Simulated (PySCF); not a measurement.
1,1-difluoro-1-methoxyethane (C3H6F2O), SMILES COC(C)(F)F. Coordinates come from a PBE0-D3(BJ)/def2-SVP optimisation. The values are those of a single conformer.

Computed equilibrium geometry at PBE0-D3(BJ)/def2-SVP (PySCF confirms it by a frequency run) as a Z-matrix (one conformer of several):
```
C
F 1 1.3421
O 1 1.3609 2 105.47
F 1 1.3637 2 106.66 3 -116.51
C 3 1.4060 1 117.18 2 -174.53
H 5 1.0971 3 106.65 1 170.36
H 5 1.1016 6 108.87 3 120.37
H 5 1.1042 6 108.42 7 118.74
C 1 1.5088 2 109.80 3 125.60
H 9 1.0974 1 109.08 2 56.30
H 9 1.0975 10 108.55 1 -120.96
H 9 1.0977 10 109.40 11 -119.41
```
Charge 0, spin multiplicity 1.
